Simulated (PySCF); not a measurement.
Se(SeH)(OSiH3) (H₄OSe₂Si), SMILES [SiH3]O[Se][SeH]. The structure is a stationary point at PBE0-D3(BJ)/def2-SVP. The structure was generated by enumeration, and PubChem lists no compound with its InChIKey, so it may never have been made. The values are those of a single conformer.

Computed equilibrium geometry at PBE0-D3(BJ)/def2-SVP (PySCF confirms it by a frequency run) as Cartesian coordinates in Å (one conformer of several):
```xyz
8

Se    -0.4210     0.3395     0.8637
Se     1.1331     1.0591    -0.6725
H      2.3300     0.8803     0.1762
O     -0.4309    -1.4608     0.6420
Si    -1.3148    -2.1245    -0.6313
H     -2.7614    -1.7739    -0.5081
H     -1.1265    -3.5976    -0.5239
H     -0.8015    -1.6316    -1.9440
```
Charge 0, spin multiplicity 1.
